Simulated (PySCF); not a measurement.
**[Yb(NH2)4]−: from a saddle point downhill**

PySCF 2.14.0, RKS PBE0, Yb lcecp-1-SVP with ECP59, N def2-SVP, H def2-SVP; non-relativistic Hamiltonian with scalar-relativistic core potentials where named; density fitting; no spin-orbit coupling. Relaxed within the symmetry of its start, the geometry (D2d) is

```xyz
13

Yb    0.0000    0.0000    0.0000
N     1.0668    1.3697    1.3697
H     1.4476    1.1394    2.2878
H     1.4476    2.2878    1.1394
N    -1.0668   -1.3697    1.3697
H    -1.4476   -1.1394    2.2878
H    -1.4476   -2.2878    1.1394
N     1.0668   -1.3697   -1.3697
H     1.4476   -2.2878   -1.1394
H     1.4476   -1.1394   -2.2878
N    -1.0668    1.3697   -1.3697
H    -1.4476    2.2878   -1.1394
H    -1.4476    1.1394   -2.2878
```

and its lowest harmonic modes are -56, 100, 102, 105, 106, 106 cm⁻¹ (negative: unstable). It was moved along the lowest mode and relaxed again, within the group S4 that the move left.

(1) Where does it end, and how much lower?

(2) How do the contacts change?

No frequency check is given for the end.

An lcecp potential fixes the number of 4f electrons, so in runs with it no electron can move into or out of that shell.

State: singlet in the valence, with the 4f electrons in the core potential.

Results:

(1) In S4, 0.066 eV lower, after 28 steps:
```xyz
13

Yb    0.0000    0.0000    0.0000
N     1.3343    1.3070    1.1742
H     2.2063    0.9960    1.6033
H     1.2665    2.3043    1.3736
N    -1.3342   -1.1743    1.3071
H    -1.2668   -1.3733    2.3042
H    -2.2062   -1.6034    0.9961
N     1.3343   -1.3070   -1.1742
H     1.2665   -2.3043   -1.3736
H     2.2063   -0.9960   -1.6033
N    -1.3342    1.1743   -1.3071
H    -2.2062    1.6034   -0.9961
H    -1.2668    1.3733   -2.3042
```

(2) 
| contact | saddle (Å) | end (Å) |
| --- | --- | --- |
| Yb1–N2 (NH2) | 2.211 | 2.206 |
| Yb1–N5 (NH2) | 2.211 | 2.206 |
| Yb1–N8 (NH2) | 2.211 | 2.206 |
| Yb1–N11 (NH2) | 2.211 | 2.206 |
